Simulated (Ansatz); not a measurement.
`O[SiH2][SiH2][SiH3]` + H₂ → trisilane + H₂O at 600 K and 1 bar (hydrogenolysis of the Si–O bond).

Computed with Ansatz on PBE0-D4/def2-TZVP structures; ΔE is electronic, products minus reactants. CBS: MP2 limit from def2 TZ/QZ plus the TZ coupled-cluster correction, frozen cores. This one scheme is used for every species. Each species was taken in one conformer, which may not be the lowest.

```json
{"species": "`O[SiH2][SiH2][SiH3]`", "CCSD(T)/CBS energy (Eh)": "-947.25128", "H − E (kJ/mol)": "267.6", "S (J/(mol·K))": "501.4"}
{"species": "H₂", "CCSD(T)/CBS energy (Eh)": "-1.17544", "H − E (kJ/mol)": "43.9", "S (J/(mol·K))": "150.8"}
{"species": "`[SiH3][SiH2][SiH3]`", "CCSD(T)/CBS energy (Eh)": "-872.02658", "H − E (kJ/mol)": "240.8", "S (J/(mol·K))": "449.3"}
{"species": "H₂O", "CCSD(T)/CBS energy (Eh)": "-76.37941", "H − E (kJ/mol)": "76.8", "S (J/(mol·K))": "212.8"}
```

H − E and S are ideal-gas, rigid-rotor, harmonic terms from PBE0-D4/def2-TZVP, for one conformer and one mirror image of each species. For small species the MP2-based limit differs from directly extrapolated CCSD(T) by up to some mEh (0.8 for H₂); such offsets cancel only in part. 1 Eh = 2625.50 kJ/mol, R = 8.31446 J/(mol·K).

Problem. By hand: ΔE, ΔH, ΔS and ΔG.

Solution. ΔE = (-872.02658) + (-76.37941) − (-947.25128) − (-1.17544) = 0.02073 Eh = 54.4 kJ/mol. Δ(H − E) = 240.8 + 76.8 − 267.6 − 43.9 = 6.1, so ΔH = 60.5 kJ/mol. ΔS = 449.3 + 212.8 − 501.4 − 150.8 = 9.9 J/(mol·K). ΔG = 60.5 − 600 × (9.9)/1000 = 54.6 kJ/mol.

Problem. By hand: the equilibrium constant, and the temperature at which ΔG would vanish if ΔH and ΔS stayed fixed.

Solution. log₁₀ K = −ΔG/(RT ln 10) = -4.8. ΔG = 0 at ΔH/ΔS = 6111 K, far beyond where these terms or the molecules hold.

The number of gas molecules stays the same, so ΔS is small and ΔH decides. A doubt of 5 kJ/mol in ΔE shifts log₁₀ K by 0.4 here. Other conformers and mirror images would add mixing entropy, several J/(mol·K) or more a flexible species. Modes under 60 cm⁻¹, often nearly free rotors, make the harmonic entropy too high. These are equilibria of isolated gas molecules and say nothing of rates. Largest T1 diagnostic: 0.013 (customary marks: 0.02 for closed shells, 0.045 for open ones).
